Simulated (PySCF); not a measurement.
A calculated (TPSS, PySCF 2.14, aug-cc-pVTZ-DK, scalar relativity by spin-free X2C-1e) atom or ion has these occupied shells.

```json
{"shell": "1s", "electrons": "2", "orbital energy (eV)": "-107.79", "rms radius, mean of both spins (bohr)": "0.487"}
{"shell": "2s", "electrons": "2", "orbital energy (eV)": "-5.747", "rms radius, mean of both spins (bohr)": "2.85"}
```

**Question.** Name the element and its charge.

**Answer.** Be (beryllium, neutral), in [He] 2s2, closed-shell 1S.
